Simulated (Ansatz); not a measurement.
Saddle point of Si₂NH₁₁O, closed shell (Si₂H₆ ([SiH3][SiH3]) + H₂O + NH₃ → Si₂H₆O ([OH][SiH2][SiH3]) + NH₃ + H₂; bonds formed: Si1–O7, H2–H8, H6–N9; bonds broken: Si1–H2, H6–O7, H8–N9), PBE0-D4/def2-TZVP structure:

Si1  (-0.359, -0.102, -1.173)
H2  (0.374, -1.051, -0.060)
H3  (-1.228, 0.899, -1.970)
H4  (-0.413, -1.244, -2.142)
Si5  (1.692, 1.039, -1.311)
H6  (-1.230, -0.329, 1.429)
O7  (-1.568, 0.097, 0.134)
H8  (0.121, -1.180, 1.431)
N9  (-0.572, -0.869, 2.165)
H10  (1.857, 1.850, -0.058)
H11  (2.849, 0.092, -1.321)
H12  (1.873, 1.998, -2.443)
H13  (-2.241, 0.723, -0.146)
H14  (-0.137, -0.260, 2.848)
H15  (-1.017, -1.660, 2.616)
(Å)

Energies are electronic, without zero-point energy. Barriers and step energies count from the start structure reached by relaxing down the imaginary mode; all methods use the PBE0-D4 structures, on which another method's saddle can fall below an end. Ansatz 0.2.0; basis: def2-TZVPP, with def2-QZVPP for the basis limit; cores frozen in the correlated methods. B3LYP uses VWN-RPA correlation. Extrapolation: Hartree–Fock as exp(−7.88 √X), correlation as X^−2.97.

```json
{"method": "SPW92", "barrier (kJ/mol)": "51.8", "step energy (kJ/mol)": "-12.8"}
{"method": "PBE-D4", "barrier (kJ/mol)": "?", "step energy (kJ/mol)": "-21.4"}
{"method": "BLYP-D4", "barrier (kJ/mol)": "114.9", "step energy (kJ/mol)": "-31.0"}
{"method": "r2SCAN-D4", "barrier (kJ/mol)": "102.7", "step energy (kJ/mol)": "-30.2"}
{"method": "B97M-V", "barrier (kJ/mol)": "106.0", "step energy (kJ/mol)": "-29.0"}
{"method": "PBE0-D4", "barrier (kJ/mol)": "106.7", "step energy (kJ/mol)": "-22.4"}
{"method": "B3LYP-D4", "barrier (kJ/mol)": "?", "step energy (kJ/mol)": "-30.2"}
{"method": "r2SCAN0-D4", "barrier (kJ/mol)": "110.3", "step energy (kJ/mol)": "-29.1"}
{"method": "BHLYP-D4", "barrier (kJ/mol)": "133.5", "step energy (kJ/mol)": "-31.9"}
{"method": "CAM-B3LYP-D4", "barrier (kJ/mol)": "121.3", "step energy (kJ/mol)": "-28.9"}
{"method": "wB97X-V", "barrier (kJ/mol)": "125.9", "step energy (kJ/mol)": "-29.1"}
{"method": "wB97M-V", "barrier (kJ/mol)": "122.7", "step energy (kJ/mol)": "-30.5"}
{"method": "B2PLYP", "barrier (kJ/mol)": "125.2", "step energy (kJ/mol)": "-29.6"}
{"method": "PBE-QIDH", "barrier (kJ/mol)": "?", "step energy (kJ/mol)": "-27.0"}
{"method": "RPA on PBE", "barrier (kJ/mol)": "136.1", "step energy (kJ/mol)": "-29.3"}
{"method": "HF", "barrier (kJ/mol)": "179.1", "step energy (kJ/mol)": "-32.8"}
{"method": "MP2", "barrier (kJ/mol)": "123.7", "step energy (kJ/mol)": "-34.7"}
{"method": "CCSD", "barrier (kJ/mol)": "137.8", "step energy (kJ/mol)": "-28.4"}
{"method": "CCSD(T)", "barrier (kJ/mol)": "129.4", "step energy (kJ/mol)": "-28.8"}
```

Problem. Fill in the withheld barriers. (To be estimated.)

Solution. The calculation gives: PBE-QIDH 115.6; PBE-D4 96.1; B3LYP-D4 121.0 kJ/mol. Each is the energy of the saddle less that of the start structure, by the same method.

For comparison, the barrier by CCSD(T) at an estimated basis limit (MP2 extrapolated from triple and quadruple zeta, plus CCSD(T) − MP2 in triple zeta) is 127.1 kJ/mol.

No T1 diagnostic of these runs exceeds 0.013.

Labels in which every atom is bracketed show which atoms are joined, not bond orders.

For scale, one of the runs: CCSD(T)/def2-TZVPP, 300 basis functions, launched by `ansatz run in.yaml --threads 8 --pin off --events-out ev --progress --plain --max-ram 19148MiB`. Time: 2.4 min of wall clock on 8 CPU threads of an Arm Neoverse V2; the host was shared. Peak host memory: 9.9 GiB.
